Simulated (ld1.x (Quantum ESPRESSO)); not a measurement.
u(r) = r·R(r): atom against pseudo-atom (Sc)

Columns: radius, all-electron u(r) and pseudo u(r) of the 4s shell (level -4.55 eV) of scandium in the configuration [Ar] 3d1 4s1.5 4p0.5; PBEsol, scalar-relativistic, ultrasoft scheme, ld1.x (Quantum ESPRESSO) 7.5.

```csv
r (bohr),all-electron,pseudo
0.163,-0.1149,-0.0359
0.325,-0.1001,-0.0719
0.488,0.0878,-0.1085
0.650,0.2218,-0.1454
0.813,0.2575,-0.1832
0.975,0.2148,-0.2213
1.138,0.1260,-0.2601
1.300,0.0180,-0.2987
1.463,-0.0933,-0.3373
1.625,-0.1965,-0.3749
1.788,-0.2881,-0.4114
1.950,-0.3651,-0.4456
2.113,-0.4283,-0.4773
2.275,-0.4780,-0.5054
2.438,-0.5161,-0.5297
2.600,-0.5435,-0.5491
2.763,-0.5619,-0.5635
2.925,-0.5721,-0.5723
3.088,-0.5753,-0.5753
3.250,-0.5727,-0.5727
3.413,-0.5650,-0.5650
3.575,-0.5534,-0.5534
3.738,-0.5383,-0.5383
3.900,-0.5208,-0.5208
4.063,-0.5011,-0.5011
4.225,-0.4802,-0.4802
```

(1) How many radial nodes do the two functions have?

(2) At about which radius was the pseudo-wave matched?

(3) Is the pseudo-wave norm-conserving?

## Answers

(1) The all-electron 4s function has n − l − 1 = 3 (the table is too coarse to show those close to the nucleus); the pseudo-wave has 0, since the states of the same l below it are removed with the core.

(2) 3.10 bohr. The columns agree to 0.0005 from 2.92 bohr on; several derivatives are matched, so the curves merge somewhat inside the radius.

(3) No, it belongs to an ultrasoft set: the norm inside the radius is not constrained, and the difference is carried by the augmentation charge.
